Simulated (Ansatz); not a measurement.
A nudged elastic band was laid between two geometries of CH5N + H6Si2 (15 atoms, charge 0, multiplicity 1).

Method: UKS CAM-B3LYP-D4/STO-3G in Ansatz 0.2.0.

```
movable images  : 5
climbing image  : yes
spring          : 5.0 eV/Å²
optimiser       : quadratic models (default)
start path      : through a guess of the saddle point
force threshold : 0.05 eV/Å
iteration limit : 46
end points      : relaxed
```

Image 0:

```xyz
15
Properties=species:S:1:pos:R:3
Si -1.579 -0.212 -1.120
Si -0.135 -1.848 -0.607
H -1.055 0.683 -2.116
H -2.800 -0.754 -1.660
H -1.953 0.562 0.033
H 2.015 0.591 0.006
N 1.005 0.886 0.084
C 0.788 1.208 1.540
H 0.195 -1.868 0.792
H -0.698 -3.140 -0.911
H 1.085 -1.749 -1.362
H 0.992 1.814 -0.417
H 1.506 1.940 1.954
H -0.229 1.610 1.663
H 0.864 0.277 2.121
```

Image 6:

```xyz
15
Properties=species:S:1:pos:R:3
Si -1.606 1.096 -0.655
Si 1.117 -2.481 -0.521
H -1.624 0.920 -2.082
H -2.287 0.015 0.005
H -2.288 2.329 -0.329
H 0.753 -1.086 -0.445
N 0.078 1.072 -0.132
C 0.313 1.290 1.323
H 0.732 -3.160 0.686
H 0.457 -3.108 -1.634
H 2.538 -2.617 -0.693
H 0.674 1.746 -0.663
H 1.385 1.172 1.550
H -0.003 2.285 1.696
H -0.239 0.528 1.896
```

Q: Which bonds break or form, and what moves?

A: Bonds broken: Si1–Si2, H6–N7. Bonds formed: Si1–N7, Si2–H6. CH5N + H6Si2 becomes CH7NSi + H4Si.

Q: Give the energies along the band, and the barrier.

A: It converged. The highest image is number 3 of 0 to 6, 2.45 eV above the first end and 2.54 eV above the last; the last end lies 0.09 eV below the first. Neighbouring images differ by up to 2.3 eV, so the band resolves the path poorly. A vibrational analysis at the climbing image gives one clearly imaginary mode, 797i cm⁻¹: a first-order saddle point. The orbitals stay closed-shell, which can raise the energy where a bond breaks towards radicals; this wasn't checked here. Limits of this set-up: minimal basis.

| image | path coordinate (Å) | energy (eV) | Si1–Si2 (Å) | H6–N7 (Å) | Si1–N7 (Å) |
| --- | --- | --- | --- | --- | --- |
| 0 | 0.00 | 0.00 | 2.24 | 1.05 | 3.05 |
| 1 | 1.56 | 0.05 | 2.24 | 1.05 | 3.05 |
| 2 | 3.13 | 0.73 | 2.28 | 1.05 | 2.61 |
| 3 | 4.69 | 2.45 | 2.65 | 1.15 | 1.94 |
| 4 | 5.89 | 0.16 | 3.43 | 1.90 | 1.77 |
| 5 | 7.10 | -0.08 | 4.14 | 2.32 | 1.76 |
| 6 | 8.30 | -0.09 | 4.50 | 2.28 | 1.76 |

Q: What is the geometry of the highest image?

A: 
```xyz
15
Properties=species:S:1:pos:R:3
Si -1.186 0.242 -0.668
Si 0.407 -1.879 -0.773
H -1.311 0.176 -2.103
H -2.081 -0.634 0.052
H -1.778 1.536 -0.385
H 0.888 -0.190 -0.117
N 0.487 0.870 0.084
C 0.504 1.360 1.516
H 0.211 -2.789 0.335
H -0.369 -2.501 -1.824
H 1.758 -2.200 -1.196
H 0.962 1.597 -0.518
H 1.529 1.621 1.820
H -0.148 2.241 1.620
H 0.127 0.550 2.158
```

The run took 7.7 min on 1 thread of Arm Neoverse V2, on a shared host, peak memory 0.17 GiB.
